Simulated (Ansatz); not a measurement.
Reaction (hydrogenolysis of a Zn–C bond): `C[CH2][ZnH]` + H₂ → `[ZnH2]` + ethane

Gas-phase electronic energies from Ansatz, PBE0-D4/def2-TZVP geometries. CBS: MP2 limit from def2 TZ/QZ plus the TZ coupled-cluster correction, frozen cores. This one scheme is used for every species. Functionals use def2-TZVPP. For Zn outer-core shells are correlated without core-valence functions, which leaves a few kJ/mol of doubt a bond. Scalar relativity is left out up to krypton.

**Question.** Is it downhill or uphill in electronic energy at CCSD(T)/CBS, and by how much? (An estimate is asked.)

**Answer.** The calculation gave: Downhill: ΔE = -11.3 kcal/mol.

**Question.** What do these levels give: PBE-D4, r2SCAN0-D4, BHLYP-D4, CAM-B3LYP-D4, LC-ωPBE, SCS-MP2/def2-QZVPP? (An estimate is asked.)

**Answer.** The calculation gave: PBE-D4 -11.1, r2SCAN0-D4 -13.2, BHLYP-D4 -15.1, CAM-B3LYP-D4 -14.1, LC-ωPBE -13.8, SCS-MP2/def2-QZVPP -11.5 kcal/mol.

Largest T1 diagnostic among the species: 0.016.

From PBE to PBE0 (25 % exact exchange), in def2-TZVPP and without D4, ΔE moves by −1.6 kcal/mol. The D4 term adds +1.4 kcal/mol with B3LYP and +0.8 kcal/mol with PBE0; it sums over pairs of atoms, weighted by their polarisabilities, and B3LYP, whose exchange is more repulsive, gets the larger term. At CCSD(T), def2-SVP lies −1.8 kcal/mol from the extrapolated value and def2-TZVPP −1.0 kcal/mol.

B3LYP here is the variant with VWN-RPA as its local correlation; programs differ in this.
